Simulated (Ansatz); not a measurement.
Start from `[Al][Cl]` and change one element to get `[Al][I]`.

Ansatz, PBE0-D4/def2-TZVP geometries, multiplicity 1. 

Elements past krypton have def2 core potentials.

| property | `[Al][Cl]` |
| --- | --- |
| HOMO–LUMO gap (PBE/def2-TZVPP) / eV | 3.70 |
| zero-point energy (PBE0-D4/def2-TZVP) / kJ/mol | 2.8 |
| LUMO energy (PBE0/def2-TZVPP) / eV | -1.65 |
| ideal-gas entropy at 298 K and 1 bar (rigid rotor, harmonic PBE0-D4/def2-TZVP) / J/(mol·K) | 228 |
| HOMO energy (PBE0/def2-TZVPP) / eV | -7.00 |
| LUMO energy (ωB97M-V/def2-TZVPP) / eV | 0.17 |

What does the change do to each property? (Best estimate.)

Computed: 
```csv
property,`[Al][I]`,shift
HOMO–LUMO gap (PBE/def2-TZVPP) / eV,3.24,-0.46
zero-point energy (PBE0-D4/def2-TZVP) / kJ/mol,1.9,-0.9
LUMO energy (PBE0/def2-TZVPP) / eV,-1.94,-0.29
"ideal-gas entropy at 298 K and 1 bar (rigid rotor, harmonic PBE0-D4/def2-TZVP) / J/(mol·K)",248,20
HOMO energy (PBE0/def2-TZVPP) / eV,-6.75,0.25
LUMO energy (ωB97M-V/def2-TZVPP) / eV,-0.17,-0.34
```

With PBE0 the HOMO rises by 0.25 eV and the LUMO falls by 0.29 eV, so the gap narrows by about 0.54 eV. PBE moves the HOMO by 0.20 eV and ωB97M-V by 0.33 eV.

Spin–orbit coupling is left out; it splits and shifts lone-pair levels of the heavy atoms by tenths of an eV.
